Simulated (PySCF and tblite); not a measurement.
Results of a calculation; reference values are marked as such.
C₄H₅BrO₂, numbered as in [CH2:1]=[C:2]([Br:3])[C:4](=[O:5])[O:6][CH3:7].

Conformers came from 90 starts (ETKDG and KDG, MMFF94s, GFN2-xTB); geometries are GFN2-xTB. Energies: B3LYP-D3(BJ)/def2-SVP (IEF-PCM, cyclohexane), with GFN2-xTB thermal terms (modes under about 100 cm⁻¹ blended into free rotors). Symmetry numbers and mirror images are counted. Conformers within 2.5 kcal/mol (GFN2-xTB free energy) were kept, 10 at most. Codes: tblite and PySCF.

Rotational constants are equilibrium values for the commonest isotopes; dipoles come from the energy level named and are polarised by its solvent model.

Torsions listed: Br3–C2–C4–O6, O5–C4–O6–C7.

| conformer | shape | symmetry | weight % |
| --- | --- | --- | --- |
| 1 | 0°, 0° | Cs | 53.2 |
| 2 | 180°, 0° | Cs | 46.8 |

Sets of constants, in random order:

```json
{"set": "P", "A (MHz)": "4445", "B (MHz)": "955", "C (MHz)": "790", "abs μa (D)": "2.28", "abs μb (D)": "2.51", "abs μc (D)": "0.00"}
{"set": "Q", "A (MHz)": "2948", "B (MHz)": "1223", "C (MHz)": "869", "abs μa (D)": "0.20", "abs μb (D)": "0.62", "abs μc (D)": "0.00"}
```

Q: Match each set to its conformer.

A: P is conformer 2, Q is conformer 1.

The minima are those of GFN2-xTB; planar forms about aryl–S or allylic bonds may be saddles in DFT.


Conformer gaps in def2-SVP on xTB geometries can be 2 kcal/mol too large for S=O, P=O and other polar bonds.